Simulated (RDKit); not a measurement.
Input for RDKit: MMFF94 on H2OSSi (SMILES O[Si]S), a point of a torsion scan.

```python
from rdkit import Chem
from rdkit.Chem import AllChem, rdDetermineBonds

blocks = [
'''5

O    -1.09835668    0.25853164   -0.12765799
Si   -0.15866009   -0.96923242   -0.64182742
S     1.43909936   -0.62691768    0.80618064
H    -1.94384331    0.49895783   -0.49120376
H     2.17992506   -1.63488544    0.36251614
''',
]
mol = None
for b in blocks:
    f = Chem.MolFromXYZBlock(b)
    rdDetermineBonds.DetermineBonds(f, charge=0)
    mol = f if mol is None else Chem.CombineMols(mol, f)
Chem.SanitizeMol(mol)
print(Chem.MolToSmiles(Chem.RemoveHs(mol)))
ff = AllChem.MMFFGetMoleculeForceField(mol, AllChem.MMFFGetMoleculeProperties(mol), nonBondedThresh=100.0, ignoreInterfragInteractions=False)
e = ff.CalcEnergy()
print(f'MMFF94 energy {e:.6f} kcal/mol')
```

The log:

```
[H]/[S+]=[Si-]/O
MMFF94 energy -11.047767 kcal/mol
```

The run finished.

Cost: very roughly 0.020 core-seconds.
